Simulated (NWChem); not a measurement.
System: BH2Br; SMILES BBr

Computed with NWChem. The geometry was optimised at PBE-D3(BJ)/def2-SVP. Ions are spin-unrestricted doublets at the neutral geometry; other ion states weren't tried. Functional: LC-ωPBE (HJS hole) with def2-SVP; rows give the range parameter ω in 1/bohr.

### Question
At which range parameter does −ε(HOMO) equal the ΔSCF ionisation energy (optimal tuning)?

### Answer
about 0.43 per bohr, by linear interpolation in these runs:
| range parameter (1/bohr) | vertical ionisation energy, ΔSCF (eV) | −ε(HOMO) (eV) | ΔSCF minus −ε(HOMO) (eV) |
|---|---|---|---|
| 0.20 | 10.70 | 9.46 | 1.24 |
| 0.25 | 10.78 | 9.92 | 0.86 |
| 0.40 | 10.99 | 10.88 | 0.11 |
| 0.50 | 11.07 | 11.28 | -0.21 |
| 0.60 | 11.12 | 11.56 | -0.44 |
